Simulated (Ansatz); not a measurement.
Molecule: MgO, net charge 0, triplet state. This is an excited triplet: at this geometry the singlet lies 0.07 eV lower at CCSD(T)/CBS(def2-TZVPPD,def2-QZVPPD). 
Coordinates optimised at B3LYP-D3(BJ)/def2-TZVP (Ansatz, a program for electronic structure):
```
Mg
O 1 1.8911
```
Charge 0, spin multiplicity 3.

Basis-set convergence of Hartree-Fock and CCSD correlation energies (hartree) with Ansatz. Cores are frozen in the correlated levels unless marked. Open shells are spin-unrestricted. Spin-orbit coupling is left out. No relativistic terms.

```json
[
 {"basis": "def2-SVP", "functions": "32", "E(HF)": "-274.30191", "E(corr, CCSD)": "-0.16777"},
 {"basis": "def2-TZVPP", "functions": "63", "E(HF)": "-274.47025", "E(corr, CCSD)": "-0.21767"},
 {"basis": "def2-QZVPP", "functions": "120", "E(HF)": "-274.48358", "E(corr, CCSD)": "-0.23572"}
]
```

Extrapolating the two largest sets (X = 3 and 4) as X^-3: E(corr) = (64·(-0.23572) - 27·(-0.21767))/37 = -0.2489 Eh, an estimate of the basis-set limit. The largest set recovers 94.7 % of it, the smallest 67.4 %.
